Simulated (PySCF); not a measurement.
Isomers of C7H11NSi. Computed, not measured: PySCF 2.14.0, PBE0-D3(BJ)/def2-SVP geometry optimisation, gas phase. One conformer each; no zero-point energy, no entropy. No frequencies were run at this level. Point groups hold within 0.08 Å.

Problem. Order them by energy at this level, lowest first, and give relative energies in kJ/mol.
A. `[CH3:1][c:2]1[cH:3][cH:4][cH:5][cH:6][c:7]1[NH:8][SiH3:9]` with C6–C7–N8–Si9 1°
B. `[NH2:1][c:2]1[cH:3][cH:4][c:5]([CH2:6][SiH3:7])[cH:8][cH:9]1` with C4–C5–C6–Si7 -91°
C. `[cH:1]1[cH:2][cH:3][n:4]([CH:5]2[CH2:6][SiH2:7][CH2:8]2)[cH:9]1` with C3–N4–C5–C6 -59°, N4–C5–C6–Si7 151°, C5–C6–Si7–C8 -19°, C6–Si7–C8–C5 19°, N4–C5–C8–Si7 -151°
D. `[SiH3:1][NH:2][C@H:3]1[C@H:4]2[CH:5]=[CH:6][C@@H:7]1[CH:8]=[CH:9]2` with Si1–N2–C3–C4 101°
E. `[CH3:1][c:2]1[cH:3][cH:4][c:5]([NH:6][SiH3:7])[cH:8][cH:9]1` with C4–C5–N6–Si7 0°

Solution. A (0.0), E (3.6), B (47.6), C (134.6), D (218.9).

As drawn, the lowest has an aromatic ring, which the highest lacks; the highest has a C=C bond outside aromatic rings, which the lowest lacks. Neighbours under 10 kJ/mol apart (Cc1ccccc1N[SiH3] and Cc1ccc(N[SiH3])cc1) can change places with a better method, another conformer or zero-point energy.

```json
{"SMILES": "Cc1ccccc1N[SiH3]", "E (Eh)": "-616.81410", "E rel (kJ/mol)": "0.0", "dipole (D)": "1.41", "point group": "Cs", "A, B, C (MHz)": "2362, 984.4, 703.6"}
{"SMILES": "Cc1ccc(N[SiH3])cc1", "E (Eh)": "-616.81274", "E rel (kJ/mol)": "3.6", "dipole (D)": "0.86", "point group": "–", "A, B, C (MHz)": "4336, 681.8, 595.4"}
{"SMILES": "Nc1ccc(C[SiH3])cc1", "E (Eh)": "-616.79595", "E rel (kJ/mol)": "47.6", "dipole (D)": "2.39", "point group": "near Cs", "A, B, C (MHz)": "3690, 684.0, 640.5"}
{"SMILES": "c1ccn(C2C[SiH2]C2)c1", "E (Eh)": "-616.76282", "E rel (kJ/mol)": "134.6", "dipole (D)": "1.88", "point group": "Cs", "A, B, C (MHz)": "4448, 748.2, 727.4"}
{"SMILES": "[SiH3]N[C@H]1[C@H]2C=C[C@@H]1C=C2", "E (Eh)": "-616.73074", "E rel (kJ/mol)": "218.9", "dipole (D)": "0.93", "point group": "C1", "A, B, C (MHz)": "3003, 923.4, 885.1"}
```

Problem. As an exercise, what shares would exp(−E/RT) give at 500 K from these electronic energies alone (no entropy, no degeneracies)?

Solution. RT = 4.157 kJ/mol: Cc1ccccc1N[SiH3] 70.3 %, Cc1ccc(N[SiH3])cc1 29.7 %, Nc1ccc(C[SiH3])cc1 under 0.1 %, c1ccn(C2C[SiH2]C2)c1 under 0.1 %, [SiH3]N[C@H]1[C@H]2C=C[C@@H]1C=C2 under 0.1 %.
